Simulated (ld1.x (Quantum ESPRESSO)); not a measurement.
**Which change was made? (Pb, TM semilocal)**

```
Element                 : lead
Generator               : ld1.x (Quantum ESPRESSO) 7.5
Type                    : norm-conserving Troullier–Martins (semilocal form)
Functional              : LDA (PZ)
Relativity              : scalar-relativistic
Frozen core             : [Kr] 4d10 4f14
Valence charge          : 22
Reference configuration : 5s2 5p6 5d10 6s2 6p2
Partial waves           : 5p (bound): rc 1.70 bohr; 5d (bound): rc 1.55 bohr; 5s (bound): rc 1.05 bohr
Local potential         : the s channel
Core correction         : none
```

Occupied shells without a wave of their own: 6p, 6s. They enter only through the test configuration that unscreens the potential.

Cutoffs, loose and tight: the cutoffs (Ry, on a coarse ladder) from which the occupation-weighted sum of valence levels, in a spherical-Bessel basis at the reference potential, stays within 10 and 1 mRy of its value at 400 Ry. They do not see the model core or the augmentation charge, which bear on the density cutoff. Test errors are all-electron minus pseudo excitation energies from the reference, over the configurations 5s2 5p6 5d10 6s2 6p1; 5s2 5p6 5d10 6s2 6p0; 5s2 5p6 5d10 6s1 6p0; 5s2 5p6 5d10 6s2 6p1.5; 5s2 5p5 5d10 6s2 6p2; 5s2 5p6 5d10 6s1 6p2; 5s2 5p6 5d10 6s0 6p4 (two spin-polarised tests are not counted in the largest error); variants that change the core or the reference have their own tests.

The base gives: outcome: generated, misses its reference levels by 0.72 eV; cutoff, loose: 160 Ry; cutoff, tight: 260 Ry; bound ghosts: none; largest test error (meV): -4324.

**Question.** After one change the result is: outcome: generated, misses its reference levels by 0.59 eV; cutoff, loose: 160 Ry; cutoff, tight: 260 Ry; bound ghosts: none; largest test error (meV): -2060. Which change was it?
A. wave 5p (bound): rc 1.70 bohr becomes 5p (bound): rc 2.22 bohr
B. wave 5p (bound): rc 1.70 bohr becomes 5p (bound): rc 2.58 bohr
C. wave 5p (bound): rc 1.70 bohr becomes 5p (bound): rc 1.88 bohr

**Answer.** B. The others give: wave 5p (bound): rc 1.70 bohr becomes 5p (bound): rc 2.22 bohr → outcome: generated, misses its reference levels by 0.67 eV; cutoff, loose: 160 Ry; cutoff, tight: 260 Ry; bound ghosts: none; largest test error (meV): -4123 | wave 5p (bound): rc 1.70 bohr becomes 5p (bound): rc 1.88 bohr → outcome: generated, misses its reference levels by 0.93 eV; cutoff, loose: 160 Ry; cutoff, tight: 260 Ry; bound ghosts: none; largest test error (meV): -5237.
